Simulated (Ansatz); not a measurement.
Mulliken charges of CH$_{4}$N$_{2}$SSi, SMILES `NC1=N[SiH]1S` from ωB97M-V/def2-TZVPP in Ansatz (PBE0-D4/def2-TZVP geometry).

```tsv
atom	x (Å)	y (Å)	z (Å)	charge (e)
N1	-1.139	0.431	1.434	-0.241
C2	-0.417	-0.173	0.490	0.143
N3	0.498	-1.099	0.602	-0.382
Si4	0.329	-0.598	-1.058	0.324
S5	1.817	0.529	-2.060	-0.238
H6	-1.054	0.127	2.392	0.142
H7	-1.874	1.067	1.190	0.152
H8	-0.327	-1.439	-2.078	-0.025
H9	2.255	1.109	-0.930	0.127
```

Problem. By hand: the dipole of these point charges (1 e Å = 4.8032 D).

Solution. Σ q r = (-0.441, 0.329, 0.096) e Å, of length 0.559 e Å = 2.68 D.

Problem. How does the dipole of the full density compare? (Best estimate.)

Solution. Computed: (-0.458, 0.424, 0.135) e Å, 3.07 D; the point charges give 0.87 times that, at 6° from its direction.

Point charges leave out the atoms' own dipoles, such as those of lone pairs, and Mulliken's split depends on the basis, so the close match here is no proof of good charges.
